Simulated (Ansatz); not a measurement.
Gas-phase electronic energies from Ansatz, PBE0-D4/def2-TZVP geometries. CCSD(T)/CBS adds triple-zeta CCSD(T) − MP2 to the extrapolated MP2 energy (def2 sets, frozen cores). This one scheme is used for every species. DFT in def2-TZVPP. Each species was taken in one conformer, which may not be the lowest.

Consider the hydrogenolysis of the Si–O bond: `CO[SiH2]N[SiH2]F` + H₂ → `F[SiH2]N[SiH3]` + CH₃OH.

`CO[SiH2]N[SiH2]F`:

Cartesian coordinates in Å:
```
C -0.845 1.750 1.978
O -0.810 0.958 0.815
Si 0.565 0.275 0.240
N 0.274 -0.331 -1.340
Si 0.145 -1.963 -1.826
F 1.528 -2.533 -2.396
H -1.809 2.260 2.018
H -0.739 1.138 2.881
H -0.052 2.508 1.977
H 1.623 1.322 0.229
H 0.988 -0.880 1.073
H 0.163 0.361 -2.068
H -0.203 -2.783 -0.646
H -0.827 -2.081 -2.936
```

H₂:

Z-matrix (Å, degrees):
```
H
H 1 0.746
```

`F[SiH2]N[SiH3]`:

```xyz
10

F    -2.421   -0.500    0.654
Si   -1.211   -0.895   -0.319
N     0.311   -0.463    0.318
Si    1.148    1.047    0.157
H    -1.277   -2.366   -0.474
H    -1.429   -0.155   -1.579
H     0.728   -1.135    0.947
H     1.253    1.766    1.455
H     0.370    1.865   -0.804
H     2.528    0.836   -0.356
```

CH₃OH:

Z-matrix (Å, degrees):
```
C
O 1 1.409
H 1 1.097 2 112.4
H 1 1.090 2 107.0 3 -118.5
H 1 1.097 2 112.4 3 123.0
H 2 0.959 1 108.5 3 -61.6
```

| level | ΔE (kJ/mol) |
| --- | --- |
| r2SCAN | 90.2 |
| SCS-MP2/def2-QZVPP | 91.1 |

(1) What does CCSD(T)/CBS give? (Estimate.)

Largest T1 diagnostic among the species: 0.011.

Results:

(1) Computed: +89.1 kJ/mol. The listed levels differ from it by 1.1, 2.0 kJ/mol.

The D4 term adds +9.6 kJ/mol with B3LYP and +5.5 kJ/mol with PBE0; it sums over pairs of atoms, weighted by their polarisabilities, and B3LYP, whose exchange is more repulsive, gets the larger term. In def2-TZVPP, CCSD(T) changes the Hartree–Fock value by +9.9 kJ/mol (the triples alone add +3.1 kJ/mol) and MP2 by +16.9 kJ/mol.

B3LYP here is the variant with VWN-RPA as its local correlation; programs differ in this.
